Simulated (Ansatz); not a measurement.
Ansatz (a quantum-chemistry and plane-wave program) input (BLYP/6-31G*):

Ansatz 0.2 input:
```yaml
crystal:
  periodic: [false, false, false]
  atoms:
    - {symbol: C, position_ang: [1.34411100, -0.99135500, 0.56938700]}
    - {symbol: B, position_ang: [-0.00755700, -0.27908600, 0.16143500]}
    - {symbol: C, position_ang: [-1.39620100, -0.93223800, 0.54330300]}
    - {symbol: S, position_ang: [0.03368000, 1.24374700, -0.71943800]}
    - {symbol: H, position_ang: [1.36292700, -1.99767200, 0.13875500]}
    - {symbol: H, position_ang: [2.25327900, -0.47338600, 0.26712300]}
    - {symbol: H, position_ang: [1.36741600, -1.11997800, 1.65630200]}
    - {symbol: H, position_ang: [-1.44570700, -1.05929000, 1.62952500]}
    - {symbol: H, position_ang: [-1.45019700, -1.93698300, 0.11197800]}
    - {symbol: H, position_ang: [-2.27627100, -0.37566900, 0.22400700]}
basis:
  gaussian:
    orbitals: 6-31G*
hamiltonian:
  xc: {name: BLYP}
magnetization: {spin_polarized: true, initial_magnetization: 1}
output: {forces: true}
```

Output:

```
Functional definition: BLYP
integrals: 0.03 GiB planned
953 factors; their error is unknown
mean field: 0.22 GiB planned
mean field evaluation 1: about -13670.1158 eV, gradient 4.8e1 eV
mean field evaluation 2: about -13641.5753 eV, gradient 7.8e1 eV
mean field evaluation 4: about -13681.3611 eV, gradient 3.7e0 eV
mean field evaluation 8: about -13681.3731 eV, gradient 2.0e-1 eV
mean field evaluation 16: about -13681.3732 eV, gradient 2.7e-5 eV
mean field -13681.37324073 eV, -502.7811930288 hartree, gradient 2.7e-5 eV, S^2 0.752435; 0 other end points of the search recorded, 0 dependent functions left out
the calculation of the forces begins
reference -13681.37352124 eV, -502.7812033374 hartree; 20, 19 occupied and 56, 57 virtual orbitals, 953 factors
Total energy: -13681.37352124 eV, -502.7812033374 hartree
Atom 0 at     1.344111    -0.991355     0.569387 Å, force     0.073672    -0.035657     0.020405 eV/Å
Atom 1 at    -0.007557    -0.279086     0.161435 Å, force     0.004588     0.169445    -0.098014 eV/Å
Atom 2 at    -1.396201    -0.932238     0.543303 Å, force    -0.075516    -0.032439     0.018985 eV/Å
Atom 3 at     0.033680     1.243747    -0.719438 Å, force     0.009337     0.344801    -0.199448 eV/Å
Atom 4 at     1.362927    -1.997672     0.138755 Å, force     0.016632    -0.349249    -0.150579 eV/Å
Atom 5 at     2.253279    -0.473386     0.267123 Å, force     0.329119     0.161882    -0.094600 eV/Å
Atom 6 at     1.367416    -1.119978     1.656302 Å, force     0.018195    -0.043690     0.377738 eV/Å
Atom 7 at    -1.445707    -1.059290     1.629525 Å, force    -0.027246    -0.042709     0.377305 eV/Å
Atom 8 at    -1.450197    -1.936983     0.111978 Å, force    -0.028809    -0.348269    -0.151012 eV/Å
Atom 9 at    -2.276271    -0.375669     0.224007 Å, force    -0.319972     0.175885    -0.100779 eV/Å
Dipole moment:    -0.008110    -0.299486     0.173236 e Å
```

The geometry given is a B3LYP-D3(BJ)/def2-TZVP minimum.
